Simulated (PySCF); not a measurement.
C₂H₃N₃, SMILES c1nc[nH]n1 (connectivity only; charge and spin as stated), charge +1, multiplicity 2. Geometry: PBE0-D3(BJ)/def2-SVP. The multiplicity is an assumed one; other spin states were not compared.

Level of theory: PBE0-D3(BJ)/def2-SVP (PySCF).

Harmonic wavenumbers (cm⁻¹): 453, 667, 752, 824, 858, 895, 930, 1069, 1171, 1216, 1279, 1345, 1463, 1552, 1585, 3290, 3312, 3586. Rotational constants (GHz): 11.08, 9.504, 5.115; symmetry number 1.

Q: Work out the zero-point energy and the ideal-gas rigid-rotor harmonic-oscillator thermochemistry at 298.15 K and 1 atm.

A: ZPE = ½ Σ hcν = ½ × 26247 cm⁻¹ = 156.99 kJ/mol. H − E(el) = 169.05 kJ/mol. Entropy in J/(mol K): translation 161.56, rotation 100.02, vibration 9.39, spin 5.76, total 276.73. G − E(el) = 86.54 kJ/mol. Cp = 59.77 J/(mol K).
